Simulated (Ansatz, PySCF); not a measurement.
HO₃S, SMILES O=[S](=O)O, multiplicity 2. Atoms are numbered in the order given.

```xyz
5

O     -0.3493     1.4163     0.1231
S     -0.1423     0.0029    -0.2585
O     -0.9670    -1.0928     0.2700
O      1.4198    -0.3941     0.1468
H      1.9458     0.4260     0.1119
```
Charge 0, spin multiplicity 2.

The structure is a stationary point at B3LYP-D3(BJ)/def2-SVP. The isomer is the one that the SMILES or the coordinates give; other isomers of the formula were not compared. Other conformers were not sampled.

Two levels are set side by side: PBE-D3(BJ)/def2-SVP (Ansatz, a quantum-chemistry and plane-wave program) and B3LYP-D3(BJ)/def2-SVP (Ansatz). Each level has its own optimised geometry; the coordinates shown are those of the second. Frequencies come from the Hessian of PySCF at each geometry. Differences are taken from unrounded values.

```json
[
 {"quantity": "mean bond length (Å)", "B3LYP-D3(BJ)": "1.396"},
 {"quantity": "bond O1–S2 (Å)", "B3LYP-D3(BJ)": "1.479"},
 {"quantity": "bond S2–O3 (Å)", "B3LYP-D3(BJ)": "1.470"},
 {"quantity": "bond S2–O4 (Å)", "B3LYP-D3(BJ)": "1.662"},
 {"quantity": "bond O4–H5 (Å)", "B3LYP-D3(BJ)": "0.975"},
 {"quantity": "highest harmonic wavenumber (cm⁻¹)", "B3LYP-D3(BJ)": "3737"},
 {"quantity": "mean harmonic wavenumber (cm⁻¹)", "B3LYP-D3(BJ)": "1048"},
 {"quantity": "zero-point energy (kcal/mol)", "B3LYP-D3(BJ)": "13.48"}
]
```

What does PBE-D3(BJ) give, and how far is it from B3LYP-D3(BJ)? (An estimate is asked for; the answer gives what the named calculation found.)


```json
[
 {"quantity": "mean bond length (Å)", "PBE-D3(BJ)": "1.413", "PBE-D3(BJ) minus B3LYP-D3(BJ)": "0.017"},
 {"quantity": "bond O1–S2 (Å)", "PBE-D3(BJ)": "1.494", "PBE-D3(BJ) minus B3LYP-D3(BJ)": "0.016"},
 {"quantity": "bond S2–O3 (Å)", "PBE-D3(BJ)": "1.485", "PBE-D3(BJ) minus B3LYP-D3(BJ)": "0.015"},
 {"quantity": "bond S2–O4 (Å)", "PBE-D3(BJ)": "1.689", "PBE-D3(BJ) minus B3LYP-D3(BJ)": "0.027"},
 {"quantity": "bond O4–H5 (Å)", "PBE-D3(BJ)": "0.984", "PBE-D3(BJ) minus B3LYP-D3(BJ)": "0.009"},
 {"quantity": "highest harmonic wavenumber (cm⁻¹)", "PBE-D3(BJ)": "3623", "PBE-D3(BJ) minus B3LYP-D3(BJ)": "-113"},
 {"quantity": "mean harmonic wavenumber (cm⁻¹)", "PBE-D3(BJ)": "1009", "PBE-D3(BJ) minus B3LYP-D3(BJ)": "-39"},
 {"quantity": "zero-point energy (kcal/mol)", "PBE-D3(BJ)": "12.98", "PBE-D3(BJ) minus B3LYP-D3(BJ)": "-0.50"}
]
```

GGA bonds tend to be longer and softer than those of functionals with exact exchange. Differences between two approximate levels are no errors against the true value.
